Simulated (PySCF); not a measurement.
3-methyl-1-indanone, C₁₀H₁₀O.
Numbering: `[CH3:1][C@H:2]1[CH2:3][C:4](=[O:5])[c:6]2[cH:7][cH:8][cH:9][cH:10][c:11]21`

Probes without a nucleus sit at each ring's centroid and 1 Å off its mean plane on both sides; NICS is minus the shielding there, NICSzz its component along the normal. Level: GIAO PBE0/pcSseg-1 (PySCF, non-relativistic, gas phase) on the GFN2-xTB geometry, one conformer.

Rings: 1. C2–C3–C4–C6–C11; 2. C6–C7–C8–C9–C10–C11.

```json
{"set": "P", "NICS(0)": "2.5", "NICS(1), two faces": "-2.3 / -2.4", "NICS(1)zz, two faces": "-1.5 / -1.1"}
{"set": "Q", "NICS(0)": "-8.0", "NICS(1), two faces": "-11.1 / -11.2", "NICS(1)zz, two faces": "-26.9 / -27.6"}
```

**Question.** Which set (ppm) belongs to which ring?

**Answer.** P = 1, Q = 2.
- 1 (5-membered carbocycle; formal bonds 1 aromatic, 4 single): mean NICS(1)zz -1.3 ppm, near zero. C2, C3 have four or more neighbours, so the value isn't read as a sign of a π ring current.
- 2 (6-membered carbocycle; formal bonds all aromatic): mean NICS(1)zz -27.2 ppm, shielded, aromatic by this magnetic criterion (flat ring, no four-coordinate atom), though in fused rings the probe also feels the neighbouring ring.

**Question.** How do the rings differ in shape?

**Answer.** 
```csv
ring,bond lengths (Å),rms pucker (Å),HOMA,nearest outside atom to a NICS(1) probe (Å)
1,"1.538, 1.521, 1.470, 1.395, 1.504",0.02,–,hydrogen 1.87
2,"1.388, 1.383, 1.389, 1.387, 1.382, 1.395",0.00,1.00,hydrogen 2.65
```

HOMA = 1 − mean of α(R − Ropt)² over the ring bonds, with Krygowski's 1993 parameters (CC: Ropt 1.388 Å, α 257.7 Å⁻²). A dash marks a ring with a four-coordinate atom, a triple bond, no multiple bond or a kind of bond without parameters.
